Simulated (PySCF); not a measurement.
Harmonic spectrum computed at PBE0 in the def2-TZVPD basis family (core potentials from Rb on, PySCF, no spin–orbit coupling):

```json
{"ω (cm⁻¹)": "1061", "IR (km/mol, summed over degenerate members)": "121", "degeneracy": "3"}
{"ω (cm⁻¹)": "1184", "IR (km/mol, summed over degenerate members)": "0.0", "degeneracy": "2"}
{"ω (cm⁻¹)": "2272", "IR (km/mol, summed over degenerate members)": "1684", "degeneracy": "3"}
{"ω (cm⁻¹)": "2279", "IR (km/mol, summed over degenerate members)": "0.0", "degeneracy": "1"}
```

Which molecule gave it? In each, all ligands are bound to the one heavy central atom.
A. BH₄⁻ (singlet)
B. CrH₄⁻ (quartet)
C. ScH₄⁻ (singlet)
D. BrH₄⁻ (singlet)
E. YH₄⁻ (singlet)

A. It has Td symmetry with B–H 1.239 Å (×4).
